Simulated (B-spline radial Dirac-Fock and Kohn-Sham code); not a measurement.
## Ni 4s: cross section and angular parameters

System: the Ni atom, configuration [Ar] 3d8 4s2; threshold 7.76 eV (orbital energy of the model). Model: Dirac-Hartree-Slater photoionisation with a Latter tail; cross sections with all multipoles, angular parameters from the dipole term and its interference with E2. Program: a radial atomic solver.

```tsv
hν (eV)	σ (kb)	β	γ
53.1	91.9	1.996	0.072
100	52.1	1.998	0.179
102	50.9	1.998	0.181
150	30.5	1.998	0.197
157	28.6	1.998	0.196
206	19.4	1.999	0.179
298	11.3	1.999	0.130
330	9.71	1.999	0.112
366	8.29	1.999	0.093
419	6.70	1.999	0.065
600	3.72	1.999	-0.006
881	1.91	1.999	-0.055
911	1.79	1.999	-0.057
953	1.65	1.999	-0.059
1020	1.46	1.999	-0.060
1120	1.23	1.999	-0.058
1280	0.958	1.999	-0.047
1330	0.891	1.999	-0.042
1486.9	0.720	1.999	-0.023
1700	0.555	1.999	0.010
2000	?	?	?
2780	0.204	1.999	0.229
4000	0.0934	1.999	0.492
4610	0.0682	1.999	0.617
5270	0.0504	1.999	0.745
5414.7	0.0474	1.999	0.773
7520	0.0220	1.999	1.141
9410	0.0128	1.999	1.435
11200	0.00828	1.999	1.685
15000	0.00392	1.998	2.147
```

Q: Give the values at 2000 eV.

A: σ = 0.401 kb, β = 1.999, γ = 0.066. For an s subshell δ is negligible.

Values without a named source are computed, but for edge energies of neutral atoms, which are taken from tables.
